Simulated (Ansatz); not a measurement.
Gas-phase electronic energies from Ansatz, PBE0-D4/def2-TZVP geometries. CBS: MP2 limit from def2 TZ/QZ plus the TZ coupled-cluster correction, frozen cores. This one scheme is used for every species. One conformer a species, not always the lowest.

Reaction (substitution at a C–Al bond): `B[C](=C)[AlH][F]` + H₂S → `BC(=C)S` + `[F][AlH2]`

| species | CCSD/def2-SVP energy (Eh) |
| --- | --- |
| `B[C](=C)[AlH][F]` | -445.12508 |
| H₂S | -398.73209 |
| `BC(=C)S` | -501.14624 |
| `[F][AlH2]` | -342.69291 |

**Question.** Work out ΔE.

**Answer.** ΔE = (-501.14624) + (-342.69291) − (-445.12508) − (-398.73209) = 0.01802 Eh = +47.3 kJ/mol. CCSD(T)/CBS gives +42.1 kJ/mol.

**Question.** What do rigid-rotor, harmonic-oscillator terms from PBE0-D4/def2-TZVP frequencies (298.15 K, 1 bar) make of the CCSD(T)/CBS value? (Best estimate.)

**Answer.** Ansatz gave: ΔZPE = +2.1 kJ/mol, ΔH = +40.5 kJ/mol, ΔS = -18 J/(mol·K), ΔG = +45.8 kJ/mol. Modes under 50 cm⁻¹ make the entropy rough.

Largest T1 diagnostic among the species: 0.012.

Leaving LDA and LC-ωPBE aside and taking each functional with its dispersion term where it has one, the values, not all of them listed here, spread over 16.4 kJ/mol, from revPBE-D4 to BHLYP-D4. LDA lies −5.2 kJ/mol from PBE without D4. From PBE to PBE0 (25 % exact exchange), in def2-TZVPP and without D4, ΔE moves by +5.6 kJ/mol.
